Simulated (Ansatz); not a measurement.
A single point on H$_{3}$OSn, SMILES `[OH][SnH2]` radical.

```yaml
crystal:
  periodic: [false, false, false]
  atoms:
    - {symbol: O, position_ang: [0.707361, -0.732935, 0.861875]}
    - {symbol: Sn, position_ang: [0.104492, 0.308848, -0.705519]}
    - {symbol: H, position_ang: [0.368586, -1.631323, 0.873208]}
    - {symbol: H, position_ang: [-1.606838, 0.061318, -0.845924]}
    - {symbol: H, position_ang: [0.476300, 1.920394, -0.224940]}
basis:
  gaussian: {orbitals: def2-QZVPP}
magnetization: {spin_polarized: true, initial_magnetization: 1}
correlation: {method: mp2}
scf: {omitted_lower_state_checks: [cluster_reference]}
```

```sh
$ ansatz run in.yaml --threads 2 --pin off --events-out ev --progress --plain
```

It prints (some lines left out):

```
Functional definition: HF
1412 factors; integrals over basis functions are off by at most 9.1e-4 eV
mean field evaluation 1: about -7887.2431 eV, gradient 2.9e1 eV
mean field evaluation 2: about -7887.2451 eV, gradient 2.9e1 eV
mean field evaluation 4: about -7890.5919 eV, gradient 2.2e0 eV
mean field evaluation 8: about -7890.6742 eV, gradient 1.8e-1 eV
mean field -7890.67523236 eV, -289.9769662975 hartree, gradient 1.9e-6 eV, S^2 0.757227; 1 other end points of the search recorded, 0 dependent functions left out
5 core orbitals not correlated: weight in the atoms' cores, before any rotation towards them, 1.000 or more for the frozen orbitals, at most 0.000 for the correlated occupied ones
reference -7890.67523236 eV, -289.9769662975 hartree; 12, 11 occupied and 212, 213 virtual orbitals, 1412 factors
second order -21.53930057 eV of doubles, -0.00000000 eV of singles
Total energy: -7912.21453294 eV, -290.7685209938 hartree
Checks for a lower state left out: cluster_reference
```

Hardware: 2 threads of a server CPU on a shared host. Wall time 8.5 s, peak host memory 0.57 GiB.
